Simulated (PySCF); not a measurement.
# P (phosphorus, neutral) across methods

[Ne] 3s2 3p2 3d1, one real determinant (an excited configuration). Calculation: PySCF 2.14, in x2c-TZVPPall with one added diffuse shell each of s, p, d type (6s6p4d1f, 51 functions); the spin-free X2C one-electron Hamiltonian (Gaussian nucleus).

```csv
method,E (hartree),mean ε 3s β (eV),mean ε 3p α (eV),mean ε 3d α (eV),Σ⟨r²⟩ (bohr²),⟨S²⟩
TPSS,-341.7824,-14.997,-8.628,0.555,40.50,3.752
wB97M-V,-341.7293,-18.825,-11.588,-1.007,40.29,3.750
r2SCAN,-341.7253,-15.221,-8.894,0.557,40.70,3.752
BLYP,-341.7788,-15.119,-8.132,0.703,40.75,3.751
PBE,-341.6109,-15.027,-8.430,0.507,40.48,3.751
LDA,-340.4814,-15.212,-8.409,0.577,40.43,3.750
PBE0,-341.6311,-16.288,-9.791,0.074,40.62,3.752
UHF,-341.18694,-18.787,-13.295,-0.744,41.97,3.756
```

(1) Estimate the same row for BP86.

⟨L²⟩ = 7.98 against 12 for a pure F term, so this real determinant mixes terms. The outer electron is Rydberg-like, and this basis confines it to a smaller radius and binds it less than a complete one would.

The highest occupied level is positive at TPSS, BP86, r2SCAN, BLYP, PBE, LDA, PBE0: only the finite basis holds that electron, which in a density functional comes from self-interaction.

Results:

(1) E (hartree) = -341.8041; mean ε 3s β (eV) = -15.261; mean ε 3p α (eV) = -8.489; mean ε 3d α (eV) = 0.402; Σ⟨r²⟩ (bohr²) = 40.58; ⟨S²⟩ = 3.751.
